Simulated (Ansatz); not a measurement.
`[ZnH][CH2]C1CO1` and `OCC1CO1` differ in one atom or group.

Ansatz, PBE0-D4/def2-TZVP geometries, multiplicity 1. Each molecule was computed in one conformer, which needn't be the lowest.

Scalar relativity is left out up to krypton.

| property | `[ZnH][CH2]C1CO1` |
| --- | --- |
| size of the dipole moment (PBE/def2-TZVPP) / D | 2.11 |
| HOMO energy (PBE0/def2-TZVPP) / eV | -7.27 |
| HOMO–LUMO gap (PBE0/def2-TZVPP) / eV | 7.02 |
| HOMO energy (B3LYP/def2-TZVPP) / eV | -7.07 |
| HOMO–LUMO gap (B3LYP/def2-TZVPP) / eV | 6.55 |
| LUMO energy (B3LYP/def2-TZVPP) / eV | -0.52 |

Task: What does the change do to each property? (Estimate.)

Result: Ansatz gave: 
```
                                      property  `OCC1CO1`  shift
size of the dipole moment (PBE/def2-TZVPP) / D       1.74  -0.37
            HOMO energy (PBE0/def2-TZVPP) / eV      -7.82  -0.55
          HOMO–LUMO gap (PBE0/def2-TZVPP) / eV       9.15   2.13
           HOMO energy (B3LYP/def2-TZVPP) / eV      -7.58  -0.51
         HOMO–LUMO gap (B3LYP/def2-TZVPP) / eV       8.52   1.97
           LUMO energy (B3LYP/def2-TZVPP) / eV       0.94   1.46
```

With PBE0 the HOMO falls by 0.55 eV and the LUMO rises by 1.58 eV, so the gap widens by about 2.13 eV. PBE moves the HOMO by -0.04 eV and ωB97M-V by -0.80 eV. Dipoles are sizes alone; their direction can turn.

B3LYP here is the variant with VWN-RPA as its local correlation; programs differ in this.
